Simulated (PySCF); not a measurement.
Species: C₆H₄S (charge +1 and doublet state).
Structure used (GFN2-xTB), in Å, numbered top down from 1:
```
atom  x, y, z in Å
C1     3.1009   -0.0465    0.0393
C2     1.8876    0.0170   -0.0154
C3     0.5199    0.1002   -0.0892
C4    -0.4308   -0.6753    0.5803
C5    -1.7232   -0.3088    0.2638
C6    -1.7779    0.7561   -0.6546
S7    -0.2767    1.3152   -1.1399
H8     4.1530   -0.1155    0.0969
H9    -0.1603   -1.4639    1.2610
H10   -2.6055   -0.7762    0.6668
H11   -2.6816    1.2005   -1.0350
```

Identity: `[CH+]=[C]c1cccs1` [radical] (charge +1).

Method: UKS B3LYP, pcH-1 on C H S, non-relativistic, mean-field spin-orbit, GIAO in PySCF 2.14.0. Isolated species at its GFN2-xTB geometry, gas phase. Couplings are sensitive to structure, and on GFN2-xTB geometries they can be far from those on DFT ones, by a factor of two or more for some ions and for spin on atoms past the first row. No stability test was run, so a lower SCF solution isn't excluded.

**Question.** What is the g tensor, term by term?

**Answer.** 
```json
{"Δg (ppm)": "relativistic mass correction", "1": "-140", "2": "-140", "3": "-140"}
{"Δg (ppm)": "gauge correction", "1": "35", "2": "1", "3": "30"}
{"Δg (ppm)": "orbital Zeeman/spin–orbit", "1": "-1409", "2": "-177", "3": "1609"}
{"Δg (ppm)": "total", "1": "-1514", "2": "-317", "3": "1498"}
```

So g = 2.00081, 2.00200, 2.00382 and g_iso = 2.00221; the tensor is rhombic: the two nearest values differ by 40 % of g3 − g1. Axes: g1 points within 3° of the C6–S7 bond, g2 is normal to the molecular plane and g3 points within 3° of the C3–S7 bond.

**Question.** What effective moment and Curie constant follow for a powder?

**Answer.** With the mean of g² = 4.0088 and S(S+1) = 0.75: μ_eff = √(⟨g²⟩S(S+1)) = 1.734 μB and χT = 0.12505·⟨g²⟩·S(S+1) = 0.376 cm³ K/mol (cgs; spin-Hamiltonian part alone).

**Question.** At 9.685 GHz, how far is the centre of the isotropic spectrum from where a free electron (g = 2.002319) resonates?

**Answer.** B = hν/(g μB) with μB/h = 13.99624 MHz/mT gives 345.58 mT for the free electron and 345.60 mT at g_iso, 0.02 mT higher.

**Question.** What are the electron Larmor frequencies g μB B/h along the three axes at 1200 mT?

**Answer.** 33.6045, 33.6246, 33.6551 GHz for g1, g2 and g3, a range of 50.6 MHz.

**Question.** In a frozen sample, at which fields do the three g values resonate at 9.5, 34, 94 and 263 GHz (hyperfine left aside), and which band first spreads them over more than twice a line width of 0.3 mT?

**Answer.** 
| band | GHz | B(g3) mT | B(g2) mT | B(g1) mT | spread mT |
| --- | --- | --- | --- | --- | --- |
| X | 9.5 | 338.73 | 339.04 | 339.24 | 0.51 |
| Q | 34.0 | 1212.30 | 1213.40 | 1214.12 | 1.83 |
| W | 94.0 | 3351.65 | 3354.69 | 3356.69 | 5.05 |
| J | 263.0 | 9377.48 | 9385.98 | 9391.60 | 14.12 |

The spread grows in proportion to the frequency. Q band is the first where it exceeds 0.6 mT.

The Mulliken spin populations are largest on C1 (+0.42), C3 (+0.33), C6 (+0.33) and C2 (-0.10). Three atoms exceed +0.15. The positive populations add up to 1.17 and the negative ones to -0.17, together 2S = 1.

The HOMO–LUMO gaps are 4.93 eV among the α and 2.71 eV among the β orbitals.

The SMILES draws the unpaired electron on C2; the largest computed Mulliken spin population is on C1 (0.42 against -0.10).
